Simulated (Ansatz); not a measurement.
Molecule: HgI, charge 0, multiplicity 2. The spin state was set by rule; other spins were not relaxed. 
Structure (B3LYP-D3(BJ)/def2-TZVP (Ansatz, a program for electronic structure) minimum search):
```xyz
2

Hg     0.0000     0.0000    -1.1303
I      0.0000     0.0000     1.7061
```
Charge 0, spin multiplicity 2.

Wanted: atomisation energy (electronic, to ground-state atoms), in kcal/mol. Cores are frozen in the correlated levels unless marked. Open shells are spin-unrestricted. No spin-orbit coupling. The frozen core is the preceding noble-gas configuration, with the filled d and f shells of earlier blocks. Past Kr the def2 sets carry scalar-relativistic core potentials. The coupled-cluster limit lacks core correlation, which all-electron functionals hold. CBS marks a two-point X^-3 extrapolation of the correlation energy; Hartree-Fock from the larger set.

```csv
level,program,atomisation energy (kcal/mol)
HF/def2-QZVPP,Ansatz,6.3
revPBE-D4/def2-TZVPD,Ansatz + dftd4,14.2
```

### Question
Predict the CCSD(T)/CBS(def2-TZVPPD,def2-QZVPPD) result (Ansatz).

### Answer
12.8 kcal/mol, so revPBE-D4/def2-TZVPD differs from it by 1.4 kcal/mol.
